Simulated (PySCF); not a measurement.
Static response to an electric field

Species: C4H11ClOSi2.
Cartesian coordinates in Å at the PBE0-D3(BJ)/def2-SVP level; atoms count from 1:
```
atom  x, y, z in Å
Si1    3.818    0.382   -0.900
O2     2.417   -0.411   -0.477
Si3    1.052   -0.265    0.436
Cl4    1.337    1.315    1.764
C5    -0.423    0.143   -0.628
C6    -1.690    0.311    0.177
C7    -3.037    0.099   -0.448
C8    -2.514   -0.887    0.555
H9     4.535   -0.473   -1.885
H10    3.494    1.699   -1.526
H11    4.678    0.599    0.299
H12    0.880   -1.499    1.243
H13   -0.536   -0.665   -1.372
H14   -0.187    1.059   -1.198
H15   -1.635    1.104    0.931
H16   -3.858    0.758   -0.153
H17   -3.063   -0.206   -1.499
H18   -2.191   -1.867    0.190
H19   -2.969   -0.912    1.549
```

Level: CAM-B3LYP/def2-SVPD (PySCF), static field, nuclei fixed, core orbitals frozen in the response. The polarisability tensor in these axes (au):

```
x   129.29   3.81  -1.18
y     3.81 101.18   2.24
z    -1.18   2.24 105.27
```

Problem. What are the eigenvalues, a third of the trace, and Δα (Δα² = ½Σ(αi − αj)² over the three pairs)?

Solution. Principal values 99.66, 106.25 and 129.82 au; mean 111.91 au = 16.58 Å³ = 18.45 × 10⁻⁴⁰ C²·m²/J; Δα = 27.47 au (25 % of the mean).

Problem. What is the dipole moment, and where does it point?

Solution. (-0.89, -0.54, -1.17) D, 1.57 D in size, pointing from the negative to the positive side. Measured along this direction, the outermost atoms are H11 at the negative end and H17 at the positive end.

Problem. Form Σ f/ω² (atomic units) for the 10 lowest TDDFT singlets, given as eV and f, and set it beside the mean polarisability, which is this sum over all singlets: 7.34, 0.0070; 7.61, 0.0065; 7.73, 0.0152; 7.89, 0.0020; 8.04, 0.0056; 8.12, 0.0017; 8.16, 0.0254; 8.29, 0.0083; 8.39, 0.0100; 8.50, 0.0688.

Solution. They add up to 1.66 au, 1.5 % of the 111.91 au; the largest single term is 0.71 au, from the state at 8.50 eV. Terms in order: 0.10, 0.08, 0.19, 0.02, 0.06, 0.02, 0.28, 0.09, 0.10, 0.71 au. Higher excitations give the rest. The strengths listed sum to 0.151.

Problem. Rayleigh depolarisation ratio (linearly polarised light, static tensor)?

Solution. ρ = 3Δα²/(45ᾱ² + 4Δα²) = 2263.2/(563607 + 3017.6) = 0.00399.

Problem. Find the Langevin capture rate constant for O2+ (31.990 u) meeting this molecule (166.004 u), k = 2.342 × 10⁻⁹ cm³/s × √(α in Å³ / reduced mass in u).

Solution. The reduced mass is 26.82 u, so k = 1.84 × 10⁻⁹ cm³/s. The formula leaves out the permanent dipole, which adds to the capture rate.

Problem. Orientational against electronic polarisability at 273 K (dilute gas, rigid molecules)?

Solution. In Gaussian units μ²/3kT = 21.80 Å³ against 16.58 Å³, a ratio of 1.31; the Debye molar polarisation (4π/3)N_A(α + μ²/3kT) is 96.8 cm³/mol, leaving out the vibrational part.

Isolated species at its PBE0-D3(BJ)/def2-SVP geometry (one conformer only).

These values come from a run that also computed excited states and ΔSCF ions. Hardware: one thread of an Intel Xeon 6975P-C, no GPU, shared host with 192 logical CPUs at a one-minute load of 103. Cost: 6.7 min (grids of density and orbitals included), 1.3 GiB resident at most.
